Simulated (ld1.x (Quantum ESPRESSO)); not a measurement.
The numbers below are computed, except where a source is named.
## Hardness and transferability of assorted potentials

Generated with ld1.x 7.5 (TM, RRKJ, ultrasoft, PAW), atompaw 4.2 or ONCVPSP 4.0.1. The cutoff is in Ry: for ld1.x and atompaw files where the sum of valence levels is converged to 10 mRy in a Bessel basis, for ONCV files where the hardest occupied wave has 1 mHa per electron of residual kinetic energy. The error is the largest all-electron minus pseudo excitation energy over each file’s own four to seven test configurations (ionisations up to +4, promotions, holes and added fractions of an electron), all of which were solved. The labels leave out finer settings (local radius, basis sizes, second energies), which also bear on the numbers. Spin-polarised tests are not counted. The rows are a selection from randomly drawn settings: files with unsolved tests, undetermined cutoffs or missed reference levels are left out.

A true bound ghost makes a file unfit for plane-wave use even where its test errors are small: the radial tests pick states by their node count and pass the ghost by.

| element | potential | cutoff (Ry) | largest error (meV) | bound ghosts |
| --- | --- | --- | --- | --- |
| F | RRKJ, BLYP, scalar-relativistic, rc 0.80/0.95/0.75 (spd), local p, core correction no, reference 2s1.75 2p5.25 | 180 | +99 | none |
| F | ultrasoft, PBE, fully relativistic, rc 0.80/1.35 (sp), local smoothed, core correction no, reference 2s1 2p6 | 40 | +432 | none |
| Si | TM, PBE, scalar-relativistic, rc 1.85/2.35/2.40 (spd), local s, core correction no, reference 3s2 3p2 | 15 | +73 | none |
| Ga | TM, PBE, scalar-relativistic, rc 2.10/2.36 (sp), local smoothed, core correction no, reference 4s1 4p2 | 12 | +61 | none |
| As | ultrasoft, PBE, scalar-relativistic, rc 1.85/1.70 (sp), local smoothed, core correction yes, reference 4s2 4p3 | 8 | -156 | none |
| Sn | RRKJ, PBEsol, scalar-relativistic, rc 1.90/2.65/2.75 (spd), local s, core correction yes, reference 5s2 5p1 | 21 | -245 | none |
| Pb | ultrasoft, PBE, fully relativistic, rc 2.10/2.35 (sp), local smoothed, core correction yes, reference 6s2 6p2 | 8 | -638 | d |

Problem. Fill in the row for Hf: ultrasoft, PBE, scalar-relativistic, rc 3.05/3.00/2.05 (spd), local smoothed, core correction yes, reference 5d2 6s2 6p0.

Solution. cutoff 21 Ry, largest error -297 meV, bound ghosts: none.

Problem. Fill in the row for Pm: TM semilocal, revPBE, scalar-relativistic, rc 3.80/4.20/2.65/3.55 (spdf), local p, core correction no, reference 5d1 6s1.75 6p0.25.

Solution. cutoff 12 Ry, largest error +164 meV, bound ghosts: none.
